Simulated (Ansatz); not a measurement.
The first iterations of a band of ClH3Sn + H2 (7 atoms, charge 0, multiplicity 1).

Computed with RKS PBE0/def2-mTZVP (Ansatz 0.2.0).

| Item | Value |
| --- | --- |
| movable images | 9 |
| climbing image | yes |
| spring | 5.0 eV/Å² |
| optimiser | quadratic models (default) |
| start path | through a guess of the saddle point |
| force threshold | 0.5 eV/Å |
| iteration limit | 60 |
| end points | relaxed |

First end point:

```xyz
7
Properties=species:S:1:pos:R:3
Sn 0.466 0.000 -0.118
Cl 0.610 0.000 2.229
H 2.076 0.000 -0.676
H -0.379 1.420 -0.533
H -0.379 -1.420 -0.533
H -3.234 0.000 1.205
H -2.716 0.000 1.742
```

Last end point:

```xyz
7
Properties=species:S:1:pos:R:3
Sn -0.056 0.000 -0.647
Cl -1.845 0.000 3.834
H 1.640 0.000 -0.474
H -0.577 1.403 -1.466
H -0.577 -1.403 -1.466
H -0.758 0.000 0.921
H -1.384 0.000 2.617
```

| iteration | highest image above the first end (eV) | largest band force component (eV/Å) |
| --- | --- | --- |
| 1 | 3.051 | 4.361 |
| 2 | 2.448 | 2.192 |
| 3 | 2.146 | 1.454 |
| 4 | 2.090 | 1.488 |

**Question.** Does the band converge within its limit, and where does its top end?

**Answer.** It converged. It ended after 14 iterations with the highest image 2.061 eV above the first end. The threshold of 0.5 eV/Å is loose, so the images may lie well off the minimum-energy path. Another band between the same ends (9 images) ends at a top of the same energy, where a vibrational analysis finds 2 clearly imaginary modes. The orbitals stay closed-shell, which can raise the energy where a bond breaks towards radicals; this wasn't checked here.

Time of the run: 6.3 min on 1 thread of Arm Neoverse V1, on a shared host, peak memory 0.15 GiB.
